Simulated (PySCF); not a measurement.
Coordinates in bohr (charge 0 multiplicity 1):
```
Sn    0.0000    0.0000    0.0000
I     2.9637    2.9637    2.9637
I    -2.9637    2.9637   -2.9637
I     2.9637   -2.9637   -2.9637
I    -2.9637   -2.9637    2.9637
```

Method: PBE in PySCF with Sn def2-SVP with ECP28, I def2-SVP with ECP28; scalar-relativistic core potentials, no spin–orbit coupling; density-fitted integrals.

This geometry of SnI4 is a stationary point at this level.

Q: What is the point group?

A: Td.

Q: Is it a minimum?

A: Yes: all harmonic wavenumbers are real, though the softest, 36 cm⁻¹, leaves little margin.

Q: List the harmonic modes with their infrared intensities.

A: 
```tsv
symmetry	ω (cm⁻¹)	IR (km/mol, summed over degenerate members)
e	36	0.0
t2	53	3.1
a1	140	0.0
t2	207	95.3
```

Q: Give the ideal-gas entropy at 298.15 K and 1 bar by parts.

A: translation 189.2, rotation 125.4, vibration 142.6, spin 0.0; total 457.3 J/(mol K).

Q: What is the atomisation energy, with and without zero-point energy?

A: 964 kJ/mol without, 958 kJ/mol with.

In Td the vibrations span e + 2t2 + a1. The a1, e modes carry no infrared intensity, as symmetry demands.
